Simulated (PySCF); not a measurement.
The dipole of `[SiH3]O[SiH](O[SiH3])O[SiH2]S` from its density and from atomic charges.

Coordinates (PBE0-D3(BJ)/def2-SVP, Å) and charges (e) from the PBE0/pcSseg-1 density (PySCF):

```json
{"atom": "Si1", "x": "-1.567", "y": "2.078", "z": "0.306", "Mulliken": "+0.7035", "IAO": "+0.8507", "Hirshfeld": "+0.3838", "ESP-fitted": "+0.5531"}
{"atom": "O2", "x": "-0.795", "y": "0.876", "z": "1.151", "Mulliken": "-0.7644", "IAO": "-0.8764", "Hirshfeld": "-0.3119", "ESP-fitted": "-0.4413"}
{"atom": "Si3", "x": "-0.326", "y": "-0.701", "z": "1.129", "Mulliken": "+1.2983", "IAO": "+1.4507", "Hirshfeld": "+0.5113", "ESP-fitted": "+0.7520"}
{"atom": "O4", "x": "-1.026", "y": "-1.467", "z": "-0.140", "Mulliken": "-0.7637", "IAO": "-0.8740", "Hirshfeld": "-0.3096", "ESP-fitted": "-0.4346"}
{"atom": "Si5", "x": "-0.951", "y": "-1.851", "z": "-1.757", "Mulliken": "+0.7075", "IAO": "+0.8462", "Hirshfeld": "+0.3735", "ESP-fitted": "+0.5020"}
{"atom": "O6", "x": "1.320", "y": "-0.774", "z": "1.004", "Mulliken": "-0.7490", "IAO": "-0.8726", "Hirshfeld": "-0.3127", "ESP-fitted": "-0.4278"}
{"atom": "Si7", "x": "2.502", "y": "-0.240", "z": "-0.027", "Mulliken": "+0.7529", "IAO": "+0.9060", "Hirshfeld": "+0.3838", "ESP-fitted": "+0.4381"}
{"atom": "S8", "x": "1.663", "y": "0.829", "z": "-1.694", "Mulliken": "-0.4112", "IAO": "-0.3144", "Hirshfeld": "-0.1006", "ESP-fitted": "-0.3765"}
{"atom": "H9", "x": "-2.568", "y": "2.729", "z": "1.196", "Mulliken": "-0.1020", "IAO": "-0.1298", "Hirshfeld": "-0.0744", "ESP-fitted": "-0.1100"}
{"atom": "H10", "x": "-2.247", "y": "1.525", "z": "-0.902", "Mulliken": "-0.1015", "IAO": "-0.1359", "Hirshfeld": "-0.0747", "ESP-fitted": "-0.1011"}
{"atom": "H11", "x": "-0.562", "y": "3.098", "z": "-0.121", "Mulliken": "-0.1312", "IAO": "-0.1485", "Hirshfeld": "-0.0818", "ESP-fitted": "-0.1125"}
{"atom": "H12", "x": "-0.722", "y": "-1.354", "z": "2.387", "Mulliken": "-0.1349", "IAO": "-0.1524", "Hirshfeld": "-0.0672", "ESP-fitted": "-0.0961"}
{"atom": "H13", "x": "-1.415", "y": "-0.704", "z": "-2.588", "Mulliken": "-0.0997", "IAO": "-0.1336", "Hirshfeld": "-0.0802", "ESP-fitted": "-0.0894"}
{"atom": "H14", "x": "-1.843", "y": "-3.024", "z": "-1.981", "Mulliken": "-0.1077", "IAO": "-0.1321", "Hirshfeld": "-0.0773", "ESP-fitted": "-0.1098"}
{"atom": "H15", "x": "0.447", "y": "-2.216", "z": "-2.137", "Mulliken": "-0.1124", "IAO": "-0.1444", "Hirshfeld": "-0.0819", "ESP-fitted": "-0.0639"}
{"atom": "H16", "x": "3.210", "y": "-1.401", "z": "-0.623", "Mulliken": "-0.0782", "IAO": "-0.1222", "Hirshfeld": "-0.0695", "ESP-fitted": "-0.0349"}
{"atom": "H17", "x": "3.427", "y": "0.649", "z": "0.722", "Mulliken": "-0.0791", "IAO": "-0.1263", "Hirshfeld": "-0.0698", "ESP-fitted": "-0.0608"}
{"atom": "H18", "x": "1.427", "y": "1.959", "z": "-0.990", "Mulliken": "+0.1728", "IAO": "+0.1089", "Hirshfeld": "+0.0599", "ESP-fitted": "+0.2136"}
```

Q: Compute μ = Σ q r for each scheme (1 e·Å = 4.803 D) and compare with the dipole of the full density.

A: The full density gives (0.14, 0.69, -0.04) D, 0.70 D in size; dipole vectors point from the negative to the positive end.

| scheme | μx | μy | μz | size (D) | share of the full size (%) | angle to the full dipole (°) |
| --- | --- | --- | --- | --- | --- | --- |
| Mulliken | 0.38 | 0.65 | -1.03 | 1.28 | 183 | 53 |
| IAO | 0.50 | 0.95 | -2.06 | 2.32 | 332 | 60 |
| Hirshfeld | 0.57 | 0.75 | -0.64 | 1.14 | 163 | 39 |
| ESP-fitted | 0.19 | 0.72 | -0.09 | 0.75 | 107 | 5 |

Q: Which set comes closest?

A: Length of the difference vector: ESP-fitted 0.08 D, Hirshfeld 0.74 D, Mulliken 1.02 D, IAO 2.07 D. Closest: ESP-fitted. ESP charges are fitted to the potential around the molecule, whose slowest-falling term is the dipole's. 

Q: What is left for the Hirshfeld atoms' own dipoles?

A: The shares of the density sum to the whole, so what Σ q r misses lies in dipoles about the nuclei. The atomic dipoles sum to (0.14, 0.69, -0.04) − (0.57, 0.75, -0.64) = (-0.43, -0.06, 0.60) D, 0.74 D in size.

Q: With the origin at the mean of the coordinates, (-0.002, 0.001, -0.281) Å, which are the largest single terms, by size, of the Hirshfeld dipole along the direction of the full one?

A: Si5 -3.44, Si1 +3.12, O4 +2.45, Si3 -2.04, H14 +1.20 D; all 18 atoms together +0.89 D. The single terms depend on the origin, their sum doesn't.

Q: Give the size of the full dipole in other units.

A: 0.70 D = 0.275 au = 0.146 e·Å = 2.33 × 10⁻³⁰ C·m.

Geometry: PBE0-D3(BJ)/def2-SVP, one conformer, isolated molecule.

These values come from a run that also computed NMR shieldings. On one thread of an Arm Neoverse N1, no GPU, shared host, this took 82 s of wall time and 1.1 GiB of memory at its peak.
